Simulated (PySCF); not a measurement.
C4H10OSi. Atoms are numbered in the order given.

```xyz
16

C     -1.5271     1.4755     0.4467
C     -1.0955     0.0346     0.3265
O     -1.0739    -0.3865    -1.0523
C      0.0788    -1.2328    -1.1416
Si     0.7294    -0.5153     0.4972
C      2.0023     0.8506     0.3367
H     -2.5216     1.6176    -0.0062
H     -1.5890     1.7756     1.5043
H     -0.8271     2.1522    -0.0670
H     -1.7873    -0.6113     0.9055
H      0.6309    -1.0425    -2.0771
H     -0.1942    -2.3058    -1.1193
H      1.1107    -1.4524     1.6025
H      2.0698     1.4415     1.2637
H      3.0011     0.4355     0.1292
H      1.7342     1.5292    -0.4871
```

Geometry: PBE0-D3(BJ)/def2-SVP. The structure was generated by enumeration; whether it is a known compound was not checked.

All values below come from PySCF with PBE0/pcSseg-1.

GIAO shieldings, no solvent; atoms listed in one row are averaged. δ = σ(ref) − σ: ¹³C against TMS (σ = 186.3 ppm); ¹⁷O against H2O (σ = 334.2 ppm); ²⁹Si against TMS (σ = 352.7 ppm); ¹H against TMS (σ = 31.56 ppm), references at their B3LYP-D3(BJ)/def2-TZVP geometries, non-relativistic.

Computed chemical shifts:
| nucleus | atoms | count | δ (ppm) |
|---|---|---|---|
| ¹³C | C2 | 1 | 76.3 |
| ¹³C | C4 | 1 | 64.8 |
| ¹³C | C1 | 1 | 21.9 |
| ¹³C | C6 | 1 | -5.1 |
| ¹⁷O | O3 | 1 | 54.6 |
| ²⁹Si | Si5 | 1 | 10.3 |
| ¹H | H13 | 1 | 5.64 |
| ¹H | H10 | 1 | 4.70 |
| ¹H | H12 | 1 | 4.56 |
| ¹H | H11 | 1 | 4.09 |
| ¹H | H7, H8, H9 | 3 | 1.52 |
| ¹H | H14, H15, H16 | 3 | 0.82 |
